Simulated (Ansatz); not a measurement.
System: ZrCl$_{3}$, charge 0, multiplicity 2. The spin state was set by rule; other spins were not relaxed. 
Coordinates optimised at B3LYP-D3(BJ)/def2-TZVP (Ansatz, a program for electronic structure):
SMILES: [Cl][Zr]([Cl])[Cl]
```xyz
4

Zr     0.0000     0.0000     0.0000
Cl     2.2227    -0.4154    -0.6161
Cl    -0.8881    -0.9974     1.9259
Cl    -1.3346     1.4128    -1.3097
```
Charge 0, spin multiplicity 2.

Quantity: atomisation energy (electronic, to ground-state atoms), in eV. Correlated levels leave the core frozen unless marked. Open shells are spin-unrestricted. No spin-orbit coupling. Frozen are the shells of the preceding noble gas and the d and f shells that filled before the atom's block. Past Kr the def2 sets carry scalar-relativistic core potentials. The coupled-cluster limit lacks core correlation, which all-electron functionals hold. CBS marks a two-point X^-3 extrapolation of the correlation energy; Hartree-Fock from the larger set.

```tsv
level	program	atomisation energy (eV)
r2SCAN/def2-TZVPD	Ansatz	15.89
PBE0/def2-TZVPD	Ansatz	___
HSE06/def2-TZVPD	Ansatz	15.54
LC-wPBE-D4/def2-TZVPD	Ansatz + dftd4	15.63
wB97X/def2-TZVPD	Ansatz	___
CCSD/def2-TZVPP	Ansatz	14.69
CCSD(T)/CBS(def2-TZVPP,def2-QZVPP)	Ansatz	___
```

**Question.** Some entries are withheld; supply them.

**Answer.** 
- PBE0/def2-TZVPD, atomisation energy (eV): 15.53
- wB97X/def2-TZVPD, atomisation energy (eV): 15.38
- CCSD(T)/CBS(def2-TZVPP,def2-QZVPP), atomisation energy (eV): 15.56
